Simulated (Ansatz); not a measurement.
Ga₂F₄. Charge 0, multiplicity 3. Geometry r2SCAN-D4/def2-SVP, that of the neutral singlet; atoms count from 1.

Cartesian coordinates in Å:
```
Ga -0.1123 0.5731 1.0504
Ga 0.1113 -0.5740 -1.0509
F 1.6311 -0.7619 -1.8847
F -0.4317 2.2827 1.1771
F -1.2385 -1.2966 -1.8861
F 0.0400 -0.2233 2.5942
```

At PBE0-D4/def2-TZVP a singlet of charge 0 lies 5.26 eV below the triplet at the same geometry. The structure comes from a short search, and lower isomers may exist.

Q: Estimate the Mulliken populations from the PBE0/def2-TZVP orbitals of Ansatz.

A: 
```tsv
atom	charge (e)	spin (α − β)
Ga1	0.58	0.77
Ga2	0.58	0.77
F3	-0.29	0.11
F4	-0.29	0.12
F5	-0.29	0.11
F6	-0.29	0.11
```
Mulliken values depend strongly on the basis.

Q: Where does the spin sit?

A: Summed by element: Ga 1.54, F 0.46, of 2 unpaired in all. Largest on single atoms: Ga2 0.77, Ga1 0.77, F4 0.12.

Q: And the Mayer bond orders between heavy atoms (over 0.3)?

A: Ga1–Ga2 0.97 (2.40 Å); Ga1–F4 1.05 (1.74 Å); Ga1–F6 1.05 (1.74 Å); Ga2–F3 1.05 (1.74 Å); Ga2–F5 1.05 (1.74 Å).
